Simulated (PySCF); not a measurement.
A mixed set of molecules.

All values: PBE0/def2-SVPD (PySCF) at GFN2-xTB geometries, gas phase, one conformer each. Core orbitals are frozen in the response; Δα² is half the sum of the squared differences of the principal polarisabilities.

Problem. Rank by HOMO energy, lowest first.
A. `C=C/P=P/C1=CC=CO1`
B. `C1C[C@@H](N1)CF`
C. `CC(=O)/C=C(/Cl)CCl`
D. `ClC(/C=C/OC=C)Cl`
E. `CC(=O)C1=PC=PC=C1`

Solution. C (-7.75 eV), E (-7.19 eV), D (-6.91 eV), B (-6.76 eV), A (-6.13 eV).

Problem. Rank by mean static polarisability, highest first.
A. `CC(=O)C1=PC=PC=C1`
B. `CC(=O)/C=C(/Cl)CCl`
C. `ClC1=C(Cl)COCC1`
D. `C=CO/C=C/C(Cl)Cl`
E. `C(F)[C@@H]1NCC1`
F. `CSC#N`

Solution. A (18.26 Å³), D (15.48 Å³), B (14.07 Å³), C (13.22 Å³), E (8.21 Å³), F (7.14 Å³).

All values together:

```csv
SMILES,formula,μ (D),HOMO (eV),LUMO (eV),α (Å³),Δα (Å³),electrons,α per electron (Å³)
CSC#N,C2H3NS,4.14,-7.73,-0.84,7.14,3.60,38,0.188
CC(=O)/C=C(/Cl)CCl,C5H6Cl2O,2.94,-7.75,-2.41,14.07,7.25,78,0.180
CC(=O)c1ccpcp1,C6H6OP2,3.35,-7.19,-2.86,18.26,12.13,80,0.228
FC[C@H]1CCN1,C4H8FN,2.05,-6.76,0.71,8.21,1.58,48,0.171
[H]/N=C\[SiH](N)N,CH7N3Si,3.35,-6.86,-0.78,9.17,2.29,48,0.191
ClC1=C(Cl)COCC1,C5H6Cl2O,2.00,-7.16,-0.35,13.22,5.53,78,0.169
C=C/P=P/c1ccco1,C6H6OP2,1.11,-6.13,-2.75,21.95,25.18,80,0.274
C=CO/C=C/C(Cl)Cl,C5H6Cl2O,3.37,-6.91,-0.70,15.48,11.13,78,0.198
```

Conformers: `[CH3:1][C:2](=[O:3])/[CH:4]=[C:5](/[Cl:6])[CH2:7][Cl:8]` with C1–C2–C4–C5 172°, C4–C5–C7–Cl8 -115°; `[CH3:1][C:2](=[O:3])[c:4]1[cH:5][cH:6][p:7][cH:8][p:9]1` with C1–C2–C4–C5 1°; `[F:1][CH2:2][C@H:3]1[CH2:4][CH2:5][NH:6]1` with F1–C2–C3–C4 78°, C2–C3–C4–C5 127°, C3–C4–C5–N6 -12°, C4–C5–N6–C3 12°, C2–C3–N6–C5 -132°; `[H]/[N:1]=[CH:2]\[SiH:3]([NH2:4])[NH2:5]` with N1–C2–Si3–N4 11°, C2–Si3–N4–H -169° and 54°, C2–Si3–N5–H 49° and -172°; `[Cl:1][C:2]1=[C:3]([Cl:4])[CH2:5][O:6][CH2:7][CH2:8]1` with C2–C3–C5–O6 -14°, C3–C5–O6–C7 47°, C5–O6–C7–C8 -66°, O6–C7–C8–C2 49°; `[CH2:1]=[CH:2]/[P:3]=[P:4]/[c:5]1[cH:6][cH:7][cH:8][o:9]1` with C1–C2–P3–P4 180°, P3–P4–C5–C6 0°; `[CH2:1]=[CH:2][O:3]/[CH:4]=[CH:5]/[CH:6]([Cl:7])[Cl:8]` with C1–C2–O3–C4 180°, C2–O3–C4–C5 180°, C4–C5–C6–Cl7 120°.

Problem. How closely does the mean polarisability follow the number of electrons in this set?

Solution. The correlation coefficient is 0.87; α per electron runs from 0.169 to 0.274 Å³.
